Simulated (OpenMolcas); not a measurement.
Re4+ in a point-charge field

Re4+ among 4 point charges of -1 e arranged as a square (D4h), 1.62 Å from the ion.
```
   1.6200    0.0000    0.0000  -1.00
   0.0000    1.6200    0.0000  -1.00
  -1.6200    0.0000    0.0000  -1.00
   0.0000   -1.6200    0.0000  -1.00
```

```
Program             : OpenMolcas 26.06
Method              : CASSCF
Basis               : ANO-RCC-VTZP [8s7p5d3f2g1h]
Scalar Hamiltonian  : DKH2, point nucleus
Active space        : 3 electrons in 5 orbitals (5d)
State averaging     : 2S+1 = 4 even, 10 roots; 2S+1 = 2 even, 40 roots
Spin-orbit coupling : RASSI with atomic mean-field integrals over the reference wave functions
```

The lowest spin-free states (labels of D4, the rotations of D4h), above the lowest:

| State | Degeneracy | E (cm-1) | Free-ion L (%) |
| --- | --- | --- | --- |
| 4A2 | 1 | 0.0 | P (66) |
| 4E | 2 | 6011 | F (90) |
| 4B1 | 1 | 9099 | F (100) |
| 2A2 | 1 | 14156 | H (79) |
| 2E | 2 | 14235 | H (66) |
| 2B2 | 1 | 14889 | D (42) |
| 2B1 | 1 | 14998 | F (37) |
| 2E | 2 | 16873 | G (38) |
| 2B2 | 1 | 18153 | H (63) |
| 2A1 | 1 | 19764 | G (78) |
| 4E | 2 | 21543 | F (88) |
| 2E | 2 | 21737 | G (59) |
| 4B2 | 1 | 24485 | F (100) |
| 2E | 2 | 24609 | G (33) |
| 2A2 | 1 | 25809 | G (46) |
| 2A1 | 1 | 25967 | G (62) |
| 2B1 | 1 | 26438 | G (58) |
| 2B1 | 1 | 33358 | H (54) |
| 4A2 | 1 | 36794 | F (66) |
| 2B2 | 1 | 37530 | D (63) |

The lowest levels with spin-orbit coupling:

```json
{"E (cm-1)": "0.0", "Degeneracy": "2", "Label": "E3/2", "2S+1": "4 (84 %)", "g": "0.10 0.10 4.33"}
{"E (cm-1)": "995.1", "Degeneracy": "2", "Label": "E1/2", "2S+1": "4", "g": "1.72 2.56 2.56"}
{"E (cm-1)": "3000", "Degeneracy": "2", "Label": "E3/2", "2S+1": "4", "g": "0.23 1.57 1.57"}
{"E (cm-1)": "6610", "Degeneracy": "2", "Label": "E3/2", "2S+1": "4", "g": "1.53 2.79 2.79"}
{"E (cm-1)": "7346", "Degeneracy": "2", "Label": "E1/2", "2S+1": "4", "g": "0.96 0.96 3.19"}
{"E (cm-1)": "9484", "Degeneracy": "2", "Label": "E1/2", "2S+1": "4 (89 %)", "g": "1.11 1.11 6.15"}
{"E (cm-1)": "10945", "Degeneracy": "2", "Label": "E1/2", "2S+1": "4 (80 %)", "g": "1.17 1.17 3.65"}
{"E (cm-1)": "11498", "Degeneracy": "2", "Label": "E3/2", "2S+1": "4 (74 %)", "g": "0.85 4.65 4.65"}
{"E (cm-1)": "13823", "Degeneracy": "2", "Label": "E1/2", "2S+1": "2 (89 %)", "g": "0.37 3.81 3.81"}
{"E (cm-1)": "15116", "Degeneracy": "2", "Label": "E3/2", "2S+1": "2 (77 %)", "g": "0.62 0.62 1.41"}
{"E (cm-1)": "15275", "Degeneracy": "2", "Label": "E3/2", "2S+1": "2", "g": "0.86 3.21 3.21"}
{"E (cm-1)": "17469", "Degeneracy": "2", "Label": "E1/2", "2S+1": "2 (89 %)", "g": "0.50 4.55 4.55"}
{"E (cm-1)": "18015", "Degeneracy": "2", "Label": "E3/2", "2S+1": "2 (84 %)", "g": "1.68 1.68 2.72"}
{"E (cm-1)": "18453", "Degeneracy": "2", "Label": "E3/2", "2S+1": "2 (68 %)", "g": "0.16 3.21 3.21"}
{"E (cm-1)": "20655", "Degeneracy": "2", "Label": "E1/2", "2S+1": "2 (65 %)", "g": "0.33 0.33 1.84"}
{"E (cm-1)": "21001", "Degeneracy": "2", "Label": "E3/2", "2S+1": "4 (55 %)", "g": "1.24 1.24 2.11"}
{"E (cm-1)": "21369", "Degeneracy": "2", "Label": "E1/2", "2S+1": "2 (83 %)", "g": "0.74 3.07 3.07"}
{"E (cm-1)": "23259", "Degeneracy": "2", "Label": "E3/2", "2S+1": "2", "g": "0.59 4.47 4.47"}
{"E (cm-1)": "24125", "Degeneracy": "2", "Label": "E1/2", "2S+1": "4 (58 %)", "g": "2.38 2.38 3.46"}
{"E (cm-1)": "24680", "Degeneracy": "2", "Label": "E3/2", "2S+1": "4 (51 %)", "g": "0.52 0.52 1.94"}
```

Powder χT (cm3 K/mol): 0.588 at 2 K, 0.591 at 10 K, 0.61 at 50 K, 0.634 at 100 K, 0.681 at 200 K, 0.727 at 300 K. The effective moment at 300 K is 2.828 √(χT) = 2.41 μB.

Spin-orbit coupling mixes the spin-free states strongly: the lowest level takes only 64 % from its leading state, 4A2. Without dynamic correlation the repulsion within the d shell is too large (B by tens of per cent), so at a given field states of lower spin stand too high. This is an electrostatic model: the charges have no orbitals. No measured value stands beside these numbers.
